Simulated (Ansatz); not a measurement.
A nudged elastic band was laid between two geometries of ClGaH6OSi (10 atoms, charge 0, multiplicity 1).

These are results of Ansatz, RKS BHLYP/def2-SVP, not measurements.

```yaml
movable_images: 5
climbing_image: yes
spring: 5.0 eV/Å²
optimiser: quadratic models (default)
start_path: through a guess of the saddle point
force_threshold: 0.05 eV/Å
iteration_limit: 60
end_points: relaxed
```

Image 0:

```xyz
10
Properties=species:S:1:pos:R:3
Ga -1.796 -0.522 0.137
Cl -1.467 -2.459 1.169
H -2.022 -0.656 -1.399
H -2.321 0.609 1.070
H 0.577 -1.046 0.686
O 0.308 -0.238 0.235
Si 1.461 0.856 -0.357
H 2.331 1.276 0.758
H 2.258 0.202 -1.410
H 0.671 1.978 -0.888
```

Image 6:

```xyz
10
Properties=species:S:1:pos:R:3
Ga -1.682 -0.217 -0.100
Cl -0.822 -2.397 1.390
H -2.085 -0.887 -1.442
H -2.544 0.528 0.953
H 0.070 -1.498 1.036
O 0.124 0.024 0.110
Si 1.426 0.904 -0.376
H 2.421 0.956 0.719
H 2.067 0.296 -1.567
H 1.025 2.290 -0.723
```

(1) What changes between the two ends?

(2) Give the energies along the band, and the barrier.

(3) What is the geometry of the highest image?

(4) What are the harmonic wavenumbers there?

Results:

(1) Bonds broken: H5–O6. Bonds formed: Cl2–H5.

(2) It converged. The highest image is number 5 of 0 to 6, 94.7 kJ/mol above the first end and 1.2 kJ/mol above the last; the last end lies 93.5 kJ/mol above the first. A vibrational analysis at the climbing image gives one clearly imaginary mode, 254i cm⁻¹: a first-order saddle point. The orbitals stay closed-shell, which can raise the energy where a bond breaks towards radicals; this wasn't checked here.

| image | path coordinate (Å) | energy (kJ/mol) | H5–O6 (Å) | Cl2–H5 (Å) |
| --- | --- | --- | --- | --- |
| 0 | 0.00 | 0.0 | 0.96 | 2.53 |
| 1 | 0.31 | 0.3 | 0.96 | 2.49 |
| 2 | 0.63 | 2.3 | 0.97 | 2.30 |
| 3 | 0.94 | 18.8 | 1.00 | 1.96 |
| 4 | 1.25 | 70.4 | 1.16 | 1.64 |
| 5 | 1.56 | 94.7 | 1.50 | 1.38 |
| 6 | 1.90 | 93.5 | 1.78 | 1.32 |

(3) 
```xyz
10
Properties=species:S:1:pos:R:3:forces:R:3
Ga -1.701 -0.266 -0.047 0.01 0.00 0.00
Cl -0.815 -2.329 1.318 0.00 -0.01 0.00
H -2.127 -0.865 -1.413 0.00 0.00 0.00
H -2.488 0.565 0.998 0.00 0.00 0.00
H 0.063 -1.363 0.874 0.00 0.00 0.00
O 0.157 -0.072 0.117 -0.01 0.00 0.00
Si 1.435 0.865 -0.355 0.01 0.01 0.00
H 2.383 1.011 0.772 0.00 0.00 0.00
H 2.144 0.247 -1.500 0.00 0.00 0.00
H 0.950 2.206 -0.763 0.00 0.00 0.00
```

(4) 254i, 23, 50, 94, 187, 354, 391, 536, 665, 726, 744, 769, 779, 792, 991, 1003, 1023, 1054, 1866, 2074, 2078, 2285, 2294, 2306 cm⁻¹.

Run time: 71 s on 2 threads of AMD EPYC 9R45 96-Core Processor (Zen 5) (shared host), peak memory 0.31 GiB.
